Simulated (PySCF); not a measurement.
## Calculated NMR parameters of C[SiH](C)N1CCC=N1

```yaml
Formula: C5H12N2Si
SMILES: C[SiH](C)N1CCC=N1
Point_group_of_the_computed_structure: C1
Degrees_of_unsaturation: 2
Carbon_signals: 4
Proton_signals: 5
```

Bonds (- single, = double, # triple, : aromatic): C1-Si2, Si2-C3, Si2-N4, N4-C5, C5-C6, C6-C7, C7=N8, N8-N4. C1 carries H9, H10, H11; Si2 carries H12; C3 carries H13, H14, H15; C5 carries H16, H17; C6 carries H18, H19; C7 carries H20.

- PBE0-D3(BJ)/def2-SVP structure
- σ from GIAO-KT3/pcSseg-1
- run in PySCF
- in vacuum, averaged over atoms made equivalent by symmetry, fast rotation or ring inversion, non-relativistic, a single conformation

Scale: 1H, 13C, 29Si against TMS; NH3 for 15N (reference shieldings calculated alike).

| carbon | δC, type | δH (multiplicity) | HMBC from (2–3 bonds) | span of the C tensor (ppm) |
| --- | --- | --- | --- | --- |
| C1/C3 | -1.9, CH3 | 0.34 (d) | H12, H9/H10/H11/H13/H14/H15 | 9 |
| C5 | 48.0, CH2 | 3.24 (m) | H20, H12, H18/H19 | 60 |
| C6 | 35.1, CH2 | 2.58 (m) | H20, H16/H17 | 43 |
| C7 | 126.4, CH | 6.19 (t) | H16/H17, H18/H19 | 137 |

Other nuclei:
```tsv
atoms	nucleus	environment	δ (ppm)	σ (ppm)
H12	1H	hydrogen on a silicon bonded to 2 C, N	4.78	26.54
Si2	29Si	silicon bonded to 2 C, N, H	-10.2	375.7
N8	15N	imine nitrogen	360.2	-98.1
N4	15N	nitrogen bonded to O or N	150.7	111.3
```

- Carbon types of the structure: 1 × CH, 2 × CH2, 2 × CH3, leaving 1 H on heteroatoms.
- δC 126.4: C=N carbon.
- δC 48.0: sp3 CH2 bonded to N; pulled downfield by the heteroatom.
- δC 35.1: sp3 CH2 in a ring; aliphatic region, no heteroatom directly attached.
- δC -1.9: methyl carbon bonded to Si; an electropositive neighbour leaves it electron-rich and shielded.
- δH 0.34: hydrogen on a methyl carbon bonded to Si; an electropositive neighbour shields it, as in TMS itself.

Shifts are as computed, not scaled to solution data. Of 1313 compounds with measured shifts, 239 miss one by over three times the rms of a fit or turn the order of signals round; such compounds aren't used in these exercises. Experimental scales use liquid or dissolved standards, which lie at an offset from isolated NH3 (liquid NH3: subtract about 20 ppm). Unscaled 15N shifts of sp2 nitrogen come out 20 to 40 ppm too high even then. No couplings were computed; multiplicities are counted from neighbouring protons, with m where these are inequivalent, close in shift, in a saturated or five-membered ring or joined by F or P, and br s for small geminal =CH2 splittings.
